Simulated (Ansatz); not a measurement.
Basis sets compared for Na₉⁺. Charge 1, multiplicity 1. Geometry r2SCAN/def2-SVP. Ansatz on 4 threads of Arm Neoverse V2 on a shared host; times are rough, and most runs start from earlier orbitals.

Cartesian coordinates in Å:
```
Na 0.338 -1.657 0.085
Na -0.644 -0.272 3.011
Na -2.925 -2.325 0.713
Na 2.745 0.332 1.383
Na 2.897 -1.293 -2.095
Na 0.869 1.724 -1.605
Na 0.178 3.163 1.564
Na -2.216 1.173 -0.127
Na -1.242 -0.846 -2.930
```

The restricted singlet is unstable towards broken spin symmetry in Hartree–Fock (as tested in another run); at PBE/def2-SVP, PBE/def2-TZVP, PBE0/def2-SVP, PBE0/def2-TZVP this wasn't settled. Another isomer (singlet) lies 0.03 eV lower at PBE0/def2-TZVP; other spin states weren't run for this one.

| level | functions | energy (Eh) | HOMO (eV) | LUMO (eV) | wall time |
| --- | --- | --- | --- | --- | --- |
| PBE/def2-SVP | 135 | -1459.0001 | -5.75 | -4.67 | 3.9 s |
| PBE0/def2-SVP | 135 | -1459.1268 | -6.10 | -4.23 | 6.5 s |

**Question.** Estimate the rows for PBE/def2-TZVP (with forces), PBE0/def2-TZVP.

**Answer.** 
```tsv
level	functions	energy (Eh)	HOMO (eV)	LUMO (eV)	wall time
PBE/def2-TZVP (with forces)	288	-1459.5364	-5.78	-4.71	8.5 s
PBE0/def2-TZVP	288	-1459.6579	-6.13	-4.25	15 s
```
